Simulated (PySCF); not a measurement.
## Shapes and spin states of RuH5

All numbers come from PBE0/[Ru def2-TZVP with ECP28, H def2-TZVP], scalar-relativistic core potentials, density fitting, no spin–orbit coupling, PySCF.

Relaxations began from a few typed shapes and spin states; open shells are unrestricted. The search is not exhaustive: other isomers or separated fragments can lie lower, and high-lying points may rest on an excited occupation.

(1) Which is the lowest minimum found?
A. doublet Cs: H–H 0.826 Å, Ru–H 1.556 Å, Ru–H 1.625 Å (×3), Ru–H 1.695 Å; H–H–Ru 71.0°, H–H–Ru 80.3°, H–Ru–H 28.7°, H–Ru–H 52.5°, H–Ru–H 68.5°
B. quartet Cs: H–H 0.852 Å (×2), Ru–H 1.664 Å, Ru–H 1.789 Å (×2), Ru–H 1.795 Å (×2); H–H–Ru 75.9° (×2), H–H–Ru 76.6° (×2), H–Ru–H 27.5° (×2), H–Ru–H 80.1°, H–Ru–H 103.7° (×2)
C. doublet Cs: H–H 0.907 Å (×2), Ru–H 1.553 Å, Ru–H 1.667 Å, Ru–H 1.685 Å (×2), Ru–H 1.714 Å; H–H–Ru 71.6°, H–H–Ru 74.4° (×2), H–H–Ru 77.3°, H–Ru–H 31.2° (×2), H–Ru–H 69.4°
D. quartet C4v: Ru–H 1.543 Å, Ru–H 1.650 Å (×4); H–Ru–H 84.6° (×4), H–Ru–H 107.9° (×4), H–Ru–H 144.3° (×2)
E. doublet C2v: Ru–H 1.546 Å, Ru–H 1.552 Å (×2), Ru–H 1.627 Å (×2); H–Ru–H 70.5° (×2), H–Ru–H 99.5° (×4), H–Ru–H 119.5° (×2), H–Ru–H 121.0°, H–Ru–H 141.0°

Answers

(1) C. The others lie at 32.5 (doublet Cs, a saddle point), 100.3 (quartet Cs), 171.6 (doublet C2v, a saddle point), 245.2 (quartet C4v, a saddle point) kJ/mol above it.

For the lowest minimum: other spin states or occupations of the open shell can lie lower.
